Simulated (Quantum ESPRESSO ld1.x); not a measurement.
Results of a calculation; reference values are marked as such.
Problem. These are the eigenvalues of the occupied orbitals of an atom or ion with whole-number occupations (eV). Level of theory: Dirac Kohn-Sham, PBEsol, spin-unpolarised, spherical densities, point nucleus (ld1.x of Quantum ESPRESSO 7.5).

| orbital | eigenvalue |
|---|---|
| 1s1/2 | -73760.2 |
| 2s1/2 | -12850.6 |
| 2p1/2 | -12303.5 |
| 2p3/2 | -10773.0 |
| 3s1/2 | -3002.88 |
| 3p1/2 | -2758.41 |
| 3p3/2 | -2424.68 |
| 3d3/2 | -2015.49 |
| 3d5/2 | -1943.19 |
| 4s1/2 | -646.546 |
| 4p1/2 | -544.046 |
| 4p3/2 | -465.559 |
| 4d3/2 | -297.476 |
| 4d5/2 | -282.940 |
| 5s1/2 | -108.170 |
| 5p1/2 | -76.5898 |
| 4f5/2 | -70.1608 |
| 4f7/2 | -67.3548 |
| 5p3/2 | -64.3456 |
| 5d3/2 | -23.4301 |
| 5d5/2 | -22.2907 |

Which element is it, and in what charge state? The configuration may be excited. Open shells, if any, fill j = l - 1/2 first.

Solution. Z = 76, osmium, charge +2: Os2+ in [Xe] 4f14 5d6. The list shows which subshells hold electrons but not how many an open one holds; the 1s level, -2710.6 hartree, gives Z - s = 73.6 by -(Z - s)^2/2, which with screening and relativity narrows Z to a few neighbours, and the depths of the outer levels then fix element, charge and occupations together.
